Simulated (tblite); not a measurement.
Compound: C8H9OP.
Z-matrix (Å and degrees, GFN2-xTB geometry), rows numbered from 1:
```
C 
C   1  1.3273
C   2  1.4466  1  123.80
P   3  1.7875  2  124.15  1     4.73
C   4  1.7030  3   87.33  2   179.83
O   5  1.3391  4  116.22  3     0.06
C   6  1.3416  5  111.73  4    -0.12
C   7  1.4693  3  128.91  2     0.86
C   8  1.5077  7  119.50  3  -147.55
C   9  1.4910  8   60.40  7  -108.50
H   1  1.0759  2  122.00  3  -179.90
H   1  1.0786  2  121.05  3     0.18
H   2  1.0823  1  119.93  3   179.99
H   5  1.0762  4  128.67  3   179.93
H   8  1.0805  7  113.93  3    -1.83
H   9  1.0792  8  117.73 10  -109.25
H   9  1.0788  8  117.38 10   108.26
H  10  1.0789  8  117.35  9  -108.27
H  10  1.0790  8  117.79  9   109.25
```

Method: GFN2-xTB as coded in tblite; computed harmonic values from a numerical Hessian at the method's own geometry, unscaled. This tight-binding method is rough: wavenumbers can miss measured ones by several per cent, in bad cases by 10 to 20. One conformer, not necessarily the lowest.

Harmonic wavenumbers (cm⁻¹): 32.3, 67.0, 116.1, 148.2, 197.4, 216.7, 333.8, 361.0, 427.6, 449.9, 535.4, 615.1, 645.5, 675.0, 703.6, 714.8, 802.1, 858.3, 872.8, 874.8, 948.0, 948.4, 982.1, 994.8, 1025.9, 1038.7, 1069.6, 1070.6, 1082.0, 1145.4, 1153.4, 1206.3, 1249.8, 1269.3, 1293.7, 1302.6, 1360.6, 1400.6, 1428.4, 1474.9, 1527.4, 1667.3, 3049.5, 3080.4, 3090.1, 3092.9, 3093.8, 3103.0, 3116.1, 3120.7, 3132.2.

A = 1895, B = 908.2, C = 645.0 MHz; mass 152.039 u (most abundant isotopes); point group C1, symmetry number 1.

Question: What is the zero-point energy?

Answer: Half the sum of the wavenumbers: 32083 cm⁻¹ = 91.73 kcal/mol.

Question: Give the ideal-gas entropy at 298.15 K and 1 bar in the rigid-rotor, harmonic-oscillator model (classical rotation).

Answer: Translation 40.99, rotation 30.05, vibration 28.08: S = 99.1 cal/(mol K).

Question: And Cp and H(298.15 K) − H(0)?

Answer: Cp = 38.31 cal/(mol K), of which vibrations give 30.36 (their classical limit is 51 R = 101.3); H(298.15 K) − H(0) = 6.73 kcal/mol without the zero-point energy, 4.36 from vibrations.

Question: What must be added to the electronic energy to get the Gibbs energy at 298.15 K and 1 bar?

Answer: ZPE + [H(298.15 K) − H(0)] − T·S = 91.73 + 6.73 − 29.55 = 68.91 kcal/mol.

Question: Blend soft modes into free rotors: weight 1/[1 + (100 cm⁻¹/ν̃)⁴] for the oscillator and the rest for a rotor with moment μB/(μ + B), μ = h/(8π²ν), B = 10⁻⁴⁴ kg m². What vibrational entropy results?

Answer: 25.38 cal/(mol K) in place of 28.08, which changes −T·S at 298.15 K by +0.80 kcal/mol.

Question: How do the functions run with temperature in this model?

Answer: 
| T (K) | S (cal/(mol K)) | Cp (cal/(mol K)) | H − H(0) (kcal/mol) | G − H(0) (kcal/mol) | ln q(vib) |
| --- | --- | --- | --- | --- | --- |
| 100 | 71.1 | 17.8 | 1.29 | -5.82 | 1.93 |
| 200 | 86.2 | 27.2 | 3.52 | -13.72 | 4.38 |
| 300 | 99.4 | 38.5 | 6.80 | -23.01 | 6.82 |
| 500 | 124.0 | 58.7 | 16.64 | -45.39 | 11.86 |
| 800 | 156.0 | 76.6 | 37.21 | -87.55 | 19.37 |
| 1000 | 173.9 | 84.0 | 53.31 | -120.57 | 24.08 |

q(vib) and H(0) count from the zero-point level.

Hindered rotation and anharmonicity are outside this model. Other conformers, if any are populated, would add a mixing term that is left out.
